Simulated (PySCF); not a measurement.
A geometry optimisation, step by step.

Compound: C7H15FSSi.
SMILES with atom numbers: `[F:1][C@@H:2]1[CH2:3][CH2:4][CH2:5][CH2:6][CH2:7][C@@H:8]1[S:9][SiH3:10]` (hydrogens: H11 on C2; H12, H13 on C3; H14, H15 on C4; H16, H17 on C5; H18, H19 on C6; H20, H21 on C7; H22 on C8; H23, H24, H25 on Si10)

Computed by this run: PBE0-D3(BJ)/def2-SVP geometry optimisation, gas phase in PySCF 2.14.0; density fitting, grid level 1; the optimiser is geomeTRIC in internal coordinates, started from a GFN2-xTB structure with every atom displaced at random (about 0.01 Å). 6 of its 7 geometries are shown. The frame can shift and turn from step to step; on so coarse a grid that alone can change the energy by a few meV, and forces under 0.02 eV/Å are noise.

Step 0: E = -28903.0266 eV, largest atomic force 2.219 eV/Å
```
atom  x, y, z in Å  |  force x, y, z in eV/Å
F1      1.220   -1.608    1.324   -0.681   0.675  -0.456
C2      0.208   -0.704    0.884    0.670  -0.537   0.110
C3     -0.575   -1.341   -0.270    1.198   0.537   0.811
C4     -1.994   -0.924   -0.321   -2.190  -0.004   0.355
C5     -2.299    0.547   -0.032    0.702   0.255   0.256
C6     -1.253    1.528   -0.576    0.148  -0.475   1.084
C7     -0.084    1.774    0.395   -0.607  -0.483  -0.480
C8      0.908    0.626    0.529   -0.844  -0.723   0.071
S9      1.898    0.509   -0.987    0.223   0.261  -0.538
Si10    3.426   -0.902   -0.434   -0.642   0.788  -0.655
H11    -0.440   -0.556    1.771    0.104   0.034  -0.132
H12    -0.050   -1.080   -1.190    0.160  -0.043  -0.312
H13    -0.522   -2.413   -0.155    0.190  -0.726   0.085
H14    -2.617   -1.524    0.400    0.442   0.224  -0.440
H15    -2.400   -1.176   -1.316    0.039  -0.012   0.030
H16    -2.376    0.721    1.065   -0.079  -0.104  -0.291
H17    -3.270    0.813   -0.447   -0.436  -0.057  -0.111
H18    -0.863    1.170   -1.518    0.229  -0.134  -0.787
H19    -1.734    2.476   -0.761   -0.263   0.693  -0.184
H20     0.445    2.652    0.055    0.503   0.589  -0.093
H21    -0.514    2.010    1.375    0.044   0.025   0.315
H22     1.612    0.835    1.322    0.310   0.194   0.628
H23     2.936   -2.245   -0.620   -0.077  -0.999  -0.006
H24     3.804   -0.570    0.915    0.452   0.025   0.949
H25     4.488   -0.605   -1.407    0.406  -0.004  -0.208
```

Step 1: E = -28903.2788 eV, largest atomic force 0.363 eV/Å
```
atom  x, y, z in Å  |  force x, y, z in eV/Å
F1      1.351   -1.590    1.076   -0.056  -0.056   0.159
C2      0.283   -0.726    0.861   -0.018   0.042  -0.202
C3     -0.620   -1.352   -0.186   -0.128  -0.106   0.041
C4     -2.089   -0.915   -0.170    0.361   0.023  -0.035
C5     -2.338    0.583    0.027   -0.191   0.020  -0.003
C6     -1.300    1.533   -0.565    0.014   0.069  -0.153
C7     -0.106    1.767    0.355    0.022   0.104  -0.007
C8      0.894    0.622    0.482    0.170  -0.013   0.144
S9      1.881    0.552   -1.080   -0.057  -0.041   0.030
Si10    3.450   -0.845   -0.596   -0.050  -0.013   0.083
H11    -0.238   -0.617    1.833    0.017  -0.001  -0.067
H12    -0.162   -1.154   -1.167    0.002  -0.005  -0.060
H13    -0.567   -2.445   -0.038    0.010   0.098   0.002
H14    -2.615   -1.464    0.624   -0.118  -0.062   0.052
H15    -2.539   -1.246   -1.121    0.006   0.008   0.038
H16    -2.412    0.801    1.108   -0.031   0.009  -0.026
H17    -3.334    0.819   -0.385    0.051   0.002   0.041
H18    -0.952    1.179   -1.554   -0.054   0.035   0.080
H19    -1.778    2.512   -0.752    0.050  -0.092   0.041
H20     0.454    2.659    0.025   -0.024  -0.088   0.034
H21    -0.485    2.002    1.366    0.019  -0.003   0.001
H22     1.610    0.869    1.286   -0.064   0.027  -0.103
H23     3.077   -2.277   -0.780    0.031   0.020  -0.018
H24     3.925   -0.596    0.796    0.033  -0.015  -0.028
H25     4.541   -0.520   -1.561    0.003   0.038  -0.044
```

Step 2: E = -28903.2873 eV, largest atomic force 0.110 eV/Å
```
atom  x, y, z in Å  |  force x, y, z in eV/Å
F1      1.287   -1.630    1.149    0.065   0.035  -0.029
C2      0.252   -0.742    0.876    0.080  -0.012  -0.013
C3     -0.648   -1.369   -0.171   -0.011   0.021  -0.019
C4     -2.106   -0.906   -0.170    0.100  -0.004   0.045
C5     -2.347    0.597    0.016   -0.021  -0.010   0.007
C6     -1.289    1.532   -0.569    0.022   0.010  -0.013
C7     -0.094    1.749    0.359   -0.043   0.035   0.009
C8      0.892    0.593    0.495    0.048  -0.072   0.008
S9      1.869    0.516   -1.071   -0.022  -0.070   0.029
Si10    3.500   -0.817   -0.616   -0.056   0.067  -0.005
H11    -0.286   -0.606    1.833   -0.056   0.046  -0.015
H12    -0.178   -1.195   -1.152   -0.019  -0.004  -0.017
H13    -0.617   -2.456   -0.005    0.017   0.016   0.013
H14    -2.657   -1.443    0.620   -0.021  -0.010  -0.029
H15    -2.549   -1.237   -1.123   -0.025   0.011  -0.004
H16    -2.434    0.822    1.093   -0.011   0.012  -0.001
H17    -3.334    0.844   -0.407    0.009  -0.013  -0.011
H18    -0.942    1.172   -1.553   -0.015   0.007   0.000
H19    -1.749    2.515   -0.757    0.008   0.002   0.022
H20     0.481    2.629    0.030    0.000  -0.006   0.001
H21    -0.472    1.993    1.368   -0.007  -0.004  -0.001
H22     1.605    0.845    1.296    0.007  -0.027  -0.024
H23     3.190   -2.264   -0.791   -0.021  -0.009   0.032
H24     4.021   -0.545    0.755   -0.013  -0.022   0.016
H25     4.539   -0.442   -1.622   -0.011   0.001   0.000
```

Step 4: E = -28903.2940 eV, largest atomic force 0.026 eV/Å
```
atom  x, y, z in Å  |  force x, y, z in eV/Å
F1      1.318   -1.600    1.148   -0.016   0.002   0.006
C2      0.270   -0.727    0.869    0.008   0.001   0.025
C3     -0.621   -1.363   -0.180    0.013  -0.006  -0.009
C4     -2.081   -0.913   -0.176   -0.006   0.001   0.007
C5     -2.342    0.585    0.019    0.012   0.001   0.012
C6     -1.297    1.539   -0.559    0.004  -0.013   0.002
C7     -0.099    1.760    0.362    0.008  -0.011   0.007
C8      0.898    0.609    0.486   -0.020   0.003  -0.016
S9      1.862    0.522   -1.083   -0.003   0.015  -0.005
Si10    3.461   -0.835   -0.608    0.011  -0.004  -0.004
H11    -0.279   -0.591    1.820   -0.004   0.003  -0.006
H12    -0.157   -1.184   -1.163   -0.004  -0.003  -0.001
H13    -0.577   -2.449   -0.013    0.003  -0.005   0.006
H14    -2.632   -1.464    0.604   -0.003  -0.004  -0.005
H15    -2.523   -1.239   -1.132    0.001   0.006  -0.003
H16    -2.436    0.804    1.098   -0.005   0.008  -0.002
H17    -3.331    0.820   -0.405   -0.001  -0.005  -0.010
H18    -0.955    1.195   -1.550   -0.004   0.006  -0.010
H19    -1.768    2.520   -0.730   -0.007   0.005   0.011
H20     0.468    2.645    0.035    0.002   0.004  -0.002
H21    -0.472    1.993    1.376   -0.001  -0.001  -0.001
H22     1.618    0.861    1.280    0.011  -0.002  -0.001
H23     3.117   -2.277   -0.760    0.001  -0.001   0.000
H24     3.981   -0.563    0.764    0.001   0.001  -0.001
H25     4.509   -0.495   -1.617    0.000  -0.003   0.001
```

Step 5: E = -28903.2946 eV, largest atomic force under 0.02 eV/Å
```
atom  x, y, z in Å  |  force x, y, z in eV/Å
F1      1.318   -1.593    1.163   -0.010   0.000   0.006
C2      0.271   -0.723    0.873    0.004   0.000   0.002
C3     -0.615   -1.364   -0.177    0.005  -0.014   0.002
C4     -2.076   -0.916   -0.179   -0.014   0.003  -0.012
C5     -2.341    0.582    0.018    0.000   0.000   0.007
C6     -1.298    1.541   -0.556   -0.001  -0.004  -0.008
C7     -0.099    1.761    0.365    0.017  -0.003  -0.003
C8      0.899    0.611    0.485   -0.013   0.003   0.006
S9      1.859    0.525   -1.087   -0.009   0.009   0.003
Si10    3.456   -0.837   -0.614    0.008  -0.011   0.005
H11    -0.285   -0.581    1.819    0.009   0.002  -0.005
H12    -0.148   -1.189   -1.159    0.002  -0.001  -0.003
H13    -0.569   -2.451   -0.005   -0.001   0.004   0.003
H14    -2.631   -1.469    0.596   -0.002  -0.005   0.007
H15    -2.513   -1.239   -1.138    0.010   0.005   0.000
H16    -2.441    0.800    1.096   -0.003   0.002  -0.003
H17    -3.328    0.813   -0.413    0.001  -0.001  -0.001
H18    -0.957    1.205   -1.550   -0.004   0.008   0.001
H19    -1.773    2.522   -0.719   -0.001  -0.004   0.006
H20     0.466    2.649    0.039   -0.003  -0.003   0.002
H21    -0.471    1.991    1.379   -0.001   0.002  -0.001
H22     1.621    0.864    1.277    0.003   0.001  -0.005
H23     3.105   -2.278   -0.759    0.000   0.002  -0.003
H24     3.981   -0.564    0.756    0.002   0.004  -0.003
H25     4.502   -0.505   -1.628    0.000   0.000  -0.001
```

Step 6: E = -28903.2948 eV, largest atomic force under 0.02 eV/Å
```
atom  x, y, z in Å  |  force x, y, z in eV/Å
F1      1.317   -1.588    1.176   -0.001  -0.001   0.000
C2      0.272   -0.720    0.878   -0.001   0.001  -0.008
C3     -0.610   -1.366   -0.173    0.003  -0.007   0.008
C4     -2.071   -0.918   -0.182   -0.011   0.003  -0.008
C5     -2.340    0.578    0.016    0.000  -0.002   0.000
C6     -1.299    1.543   -0.553   -0.002  -0.001  -0.004
C7     -0.100    1.762    0.367    0.007  -0.001  -0.005
C8      0.899    0.613    0.486   -0.006   0.000   0.009
S9      1.856    0.526   -1.088   -0.003   0.003   0.002
Si10    3.452   -0.838   -0.619    0.001  -0.007   0.005
H11    -0.288   -0.573    1.821    0.006  -0.001   0.001
H12    -0.141   -1.194   -1.154    0.003  -0.001  -0.002
H13    -0.564   -2.452    0.003   -0.002   0.004   0.003
H14    -2.631   -1.474    0.588    0.001  -0.001   0.004
H15    -2.503   -1.240   -1.144    0.008   0.002  -0.001
H16    -2.446    0.796    1.094    0.000   0.000  -0.001
H17    -3.326    0.807   -0.419    0.000   0.001   0.003
H18    -0.959    1.213   -1.550   -0.001   0.004   0.002
H19    -1.776    2.523   -0.710    0.000  -0.003   0.002
H20     0.464    2.651    0.042   -0.002  -0.002   0.001
H21    -0.472    1.990    1.382   -0.001   0.003   0.000
H22     1.624    0.866    1.276   -0.002   0.001  -0.003
H23     3.097   -2.278   -0.757   -0.001   0.002  -0.002
H24     3.986   -0.561    0.747    0.002   0.003  -0.002
H25     4.494   -0.512   -1.640    0.000   0.001  -0.001
```

**Question.** Summarise the path.

**Answer.** The energy falls by 6.18 kcal/mol from step 0 to step 6; nine tenths of that is first reached at step 1. It falls at every step. The largest force goes from 2.219 to under 0.02 eV/Å. Among the bonds Si10–H24 changes most, from 1.440 to 1.492 Å; the atoms move by 0.092 Å rms after alignment.

**Question.** Follow the three bonds and two angles with the largest change from start to end.

**Answer.** 
```csv
step,E above end (kcal/mol),largest force (eV/Å),Si10–H24 (Å),C3–C4 (Å),Si10–H23 (Å),S9–Si10–H23 (°),H23–Si10–H24 (°)
0,6.18,2.219,1.440,1.479,1.441,109.7,115.1
1,0.37,0.363,1.493,1.534,1.491,114.4,110.8
2,0.17,0.110,1.492,1.530,1.490,114.8,111.0
3,0.05,0.052,1.492,1.528,1.490,114.6,110.7
4,0.02,0.026,1.492,1.528,1.490,114.6,110.6
5,0.00,under 0.02,1.492,1.528,1.490,114.6,110.5
6,0.00,under 0.02,1.492,1.529,1.490,114.6,110.5
```

What follows is the cost of the whole optimisation. Hardware: an Intel Xeon Platinum 8259CL at 2.50 GHz with one thread, on a shared host. Cost: 4.5 min wall, 1.0 GiB resident at most.
